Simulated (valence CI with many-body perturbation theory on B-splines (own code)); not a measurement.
E1 line list for Ta LXIX

Calculated by relativistic CI+MBPT: three valence electrons over a frozen Dirac-Fock core [He], a basis of 11 s, 11 p, 9 d, 7 f, 5 g, 2 h, 1 i functions for each j, with the one-electron correlation potential Σ1, the two-electron term Σ2, the three-electron term Σ3, Breit, model QED; selected CI, second order for the rest (own B-spline code, finite nucleus).

The last digits are not significant, and no measured levels were compared; by estimate large intervals hold to a few tenths of a per cent, small ones and those within an open d or f shell to about a per cent.

Lines 151 to 200 of 285 in falling wavelength, among levels below 103550 × 10³ cm⁻¹, chosen from the strongest by gf and those to the six lowest levels. Wavelengths and rates use the calculated energies. Electric multipoles are in the length gauge, E1 and E2 with the static RPA response of the core. Weak lines are less certain than strong ones. Lines between different terms over intervals too small for the method are left out, as are lines whose strength nearly cancels. The highest levels of a list are the least certain.

Levels are named by their leading jj configuration (3d3/2^4 stands for four electrons in 3d with j = 3/2), which in mixed levels can hold well under half, so a name can repeat and another be missing. Letters in brackets count levels of one name in rising energy.

| λ vac (Å) | Upper | Lower | A (s⁻¹) | log gf | Branch % |
| --- | --- | --- | --- | --- | --- |
| 1.306 | (2s 2p3/2 3d5/2) J=1/2 | (2s 2p3/2^2) J=1/2 | 1.31e+15 | -0.17 | 86.6 |
| 1.306 | (2p1/2 2p3/2 3d5/2) J=5/2 [a] | (2p1/2 2p3/2^2) J=5/2 | 4.47e+14 | -0.16 | 31.0 |
| 1.306 | (2p1/2^2 3d5/2) J=5/2 | (2p1/2^2 2p3/2) J=3/2 | 1.45e+15 | 0.35 | 99.3 |
| 1.305 | (2s 2p1/2 3d5/2) J=5/2 [b] | (2s 2p1/2 2p3/2) J=3/2 [b] | 1.16e+15 | 0.25 | 78.5 |
| 1.305 | (2s 2p1/2 3d5/2) J=3/2 | (2s 2p1/2 2p3/2) J=3/2 [b] | 2.54e+14 | -0.59 | 17.3 |
| 1.305 | (2s 2p1/2 3d3/2) J=3/2 [b] | (2s 2p1/2 2p3/2) J=3/2 [a] | 1.35e+14 | -0.86 | 6.7 |
| 1.305 | (2s 2p1/2 3d5/2) J=3/2 | (2s 2p1/2 2p3/2) J=1/2 | 1.12e+15 | 0.06 | 76.1 |
| 1.305 | (2s 2p1/2 3d3/2) J=1/2 | (2s 2p1/2 2p3/2) J=3/2 [a] | 3.46e+13 | -1.75 | 1.8 |
| 1.303 | (2p1/2 2p3/2 3d5/2) J=5/2 [b] | (2p1/2 2p3/2^2) J=5/2 | 7.36e+14 | 0.05 | 33.7 |
| 1.303 | (2p1/2 2p3/2 3d5/2) J=3/2 [a] | (2p1/2 2p3/2^2) J=3/2 | 9.82e+14 | 0.00 | 84.0 |
| 1.303 | (2p1/2 2p3/2 3d5/2) J=5/2 [a] | (2p1/2 2p3/2^2) J=3/2 | 9.67e+14 | 0.17 | 67.1 |
| 1.302 | (2p1/2 2p3/2 3d5/2) J=7/2 [b] | (2p1/2 2p3/2^2) J=5/2 | 2.35e+15 | 0.68 | 99.3 |
| 1.301 | (2p1/2 2p3/2 3d5/2) J=3/2 [b] | (2p1/2 2p3/2^2) J=5/2 | 1.76e+14 | -0.75 | 11.0 |
| 1.301 | (2s 2p1/2 3d5/2) J=5/2 [a] | (2s 2p1/2 2p3/2) J=5/2 | 2.67e+13 | -1.39 | 1.8 |
| 1.300 | (2p1/2 2p3/2 3d5/2) J=5/2 [b] | (2p1/2 2p3/2^2) J=3/2 | 1.42e+15 | 0.34 | 65.1 |
| 1.299 | (2p1/2 2p3/2 3p3/2) J=5/2 [a] | (2s 2p3/2^2) J=3/2 | 5.56e+14 | -0.07 | 64.1 |
| 1.298 | (2s 2p3/2 3d5/2) J=5/2 [b] | (2s 2p3/2^2) J=3/2 | 1.55e+15 | 0.37 | 90.7 |
| 1.298 | (2s 2p3/2 3d5/2) J=3/2 [b] | (2s 2p3/2^2) J=3/2 | 3.33e+14 | -0.47 | 24.3 |
| 1.298 | (2s 2p3/2 3d5/2) J=3/2 [b] | (2s 2p3/2^2) J=1/2 | 9.49e+14 | -0.02 | 69.5 |
| 1.297 | (2s 2p1/2 3d5/2) J=7/2 | (2s 2p1/2 2p3/2) J=5/2 | 1.48e+15 | 0.48 | 100.0 |
| 1.296 | (2s 2p3/2 3d5/2) J=5/2 [a] | (2s 2p3/2^2) J=5/2 | 1.18e+15 | 0.25 | 84.2 |
| 1.295 | (2s 2p1/2 3d5/2) J=5/2 [a] | (2s 2p1/2 2p3/2) J=3/2 [a] | 1.34e+15 | 0.31 | 88.2 |
| 1.295 | (2s 2p1/2 3d5/2) J=5/2 [b] | (2s 2p1/2 2p3/2) J=5/2 | 1.91e+14 | -0.54 | 12.9 |
| 1.295 | (2s 2p1/2 3d5/2) J=3/2 | (2s 2p1/2 2p3/2) J=5/2 | 1.10e+13 | -1.96 | 0.7 |
| 1.295 | (2s 2p3/2 3d5/2) J=7/2 [a] | (2s 2p3/2^2) J=5/2 | 2.07e+15 | 0.62 | 99.2 |
| 1.294 | (2s^2 3d5/2) J=5/2 | (2s^2 2p3/2) J=3/2 | 1.45e+15 | 0.34 | 100.0 |
| 1.292 | (2p1/2 2p3/2 3p3/2) J=5/2 [b] | (2s 2p3/2^2) J=3/2 | 1.00e+14 | -0.82 | 19.8 |
| 1.290 | (2p1/2^2 3p3/2) J=3/2 | (2s 2p1/2 2p3/2) J=1/2 | 3.10e+13 | -1.51 | 7.4 |
| 1.290 | (2s 2p1/2 3d5/2) J=5/2 [b] | (2s 2p1/2 2p3/2) J=3/2 [a] | 1.17e+14 | -0.76 | 7.9 |
| 1.290 | (2s 2p1/2 3d5/2) J=3/2 | (2s 2p1/2 2p3/2) J=3/2 [a] | 7.21e+13 | -1.14 | 4.9 |
| 1.288 | (2s 2p1/2 3p3/2) J=5/2 | (2s^2 2p3/2) J=3/2 | 8.74e+13 | -0.88 | 94.3 |
| 1.286 | (2s 2p3/2 3d5/2) J=7/2 [b] | (2s 2p3/2^2) J=5/2 | 4.86e+14 | -0.02 | 89.3 |
| 1.275 | (2p1/2^2 3p3/2) J=3/2 | (2s 2p1/2 2p3/2) J=3/2 [a] | 1.93e+12 | -2.73 | 0.5 |
| 1.231 | (2p1/2^2 3d5/2) J=5/2 | (2s^2 2p3/2) J=3/2 | 7.45e+11 | -2.99 | 0.1 |
| 1.225 | (2s^2 3p1/2) J=1/2 | (2s 2p1/2^2) J=1/2 | 1.95e+12 | -3.06 | 18.4 |
| 1.215 | (2s 2p3/2 3s) J=3/2 [a] | (2s 2p1/2 2p3/2) J=1/2 | 5.05e+12 | -2.35 | 1.6 |
| 1.214 | (2s 2p1/2 3s) J=1/2 [a] | (2s 2p1/2^2) J=1/2 | 3.10e+13 | -1.86 | 12.5 |
| 1.211 | (2s 2p1/2 3s) J=3/2 | (2s 2p1/2^2) J=1/2 | 6.01e+13 | -1.28 | 21.7 |
| 1.210 | (2s 2p3/2 3s) J=5/2 | (2s 2p1/2 2p3/2) J=5/2 | 4.30e+13 | -1.25 | 22.6 |
| 1.208 | (2s 2p1/2 3s) J=1/2 [b] | (2s 2p1/2^2) J=1/2 | 1.20e+13 | -2.28 | 5.6 |
| 1.206 | (2s 2p3/2 3s) J=1/2 | (2s 2p1/2 2p3/2) J=1/2 | 1.12e+13 | -2.31 | 3.1 |
| 1.206 | (2s 2p3/2 3s) J=3/2 [a] | (2s 2p1/2 2p3/2) J=5/2 | 3.92e+13 | -1.47 | 12.4 |
| 1.206 | (2s 2p3/2 3s) J=3/2 [b] | (2s 2p1/2 2p3/2) J=1/2 | 2.09e+13 | -1.74 | 11.9 |
| 1.205 | (2s 2p3/2 3s) J=5/2 | (2s 2p1/2 2p3/2) J=3/2 [a] | 3.45e+13 | -1.35 | 18.2 |
| 1.204 | (2s^2 3s) J=1/2 | (2s^2 2p1/2) J=1/2 | 6.21e+13 | -1.57 | 22.4 |
| 1.202 | (2s 2p3/2 3s) J=3/2 [a] | (2s 2p1/2 2p3/2) J=3/2 [a] | 1.07e+13 | -2.03 | 3.4 |
| 1.178 | (2s^2 3p3/2) J=3/2 | (2s 2p1/2^2) J=1/2 | 7.88e+12 | -2.18 | 54.8 |
| 1.178 | (2p1/2 2p3/2 3p1/2) J=1/2 | (2s 2p1/2 2p3/2) J=1/2 | 8.08e+13 | -1.47 | 10.5 |
| 1.177 | (2p1/2 2p3/2 3p1/2) J=3/2 [a] | (2s 2p1/2 2p3/2) J=1/2 | 2.36e+14 | -0.71 | 30.2 |
| 1.176 | (2p1/2 2p3/2 3p1/2) J=5/2 | (2s 2p1/2 2p3/2) J=3/2 [b] | 3.49e+14 | -0.36 | 44.9 |

How does gf follow from A for the line at 1.296 Å?

gf = 1.4992 × (2J+1)_upper × A / σ², with σ = 77157396 cm⁻¹ and 2J+1 = 6: gf = 1.78.
